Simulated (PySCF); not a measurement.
**How methods differ on the ionisation energy of Kr²⁺**

Kr²⁺ [Ar] 3d10 4s2 4p4 (3P) → Kr³⁺ [Ar] 3d10 4s2 4p3 (4S), as a difference of total energies. Computed with PySCF 2.14 in Sapporo-DKH3-DZP-2012 (6s5p3d1f, 43 functions), with scalar relativity by spin-free X2C-1e. Correlated levels: valence: [Ar] 3d10 frozen. The calculations carry no spin-orbit coupling.

```json
{"method": "UHF", "ionisation energy (eV)": "34.433"}
{"method": "LDA", "ionisation energy (eV)": "35.952"}
{"method": "B3LYP", "ionisation energy (eV)": "35.850"}
{"method": "MP2 (valence)", "ionisation energy (eV)": "34.863"}
{"method": "SCS-MP2 (valence)", "ionisation energy (eV)": "34.880"}
{"method": "CCSD (valence)", "ionisation energy (eV)": "34.886"}
{"method": "CCSD(T) (valence)", "ionisation energy (eV)": "34.896"}
```

Task: How much does correlation contribute at CCSD(T) (valence)?

Result: 34.896 − (34.433) = 0.463 eV, measured against UHF.

The reference lies between the lowest fine-structure levels, while these numbers refer to the centres of the terms.

Errors of the correlated levels include the incompleteness of this basis and the frozen core.

For comparison: 35.838 ± 0.02 eV (measured; NIST Atomic Spectra Database, ionization energies).
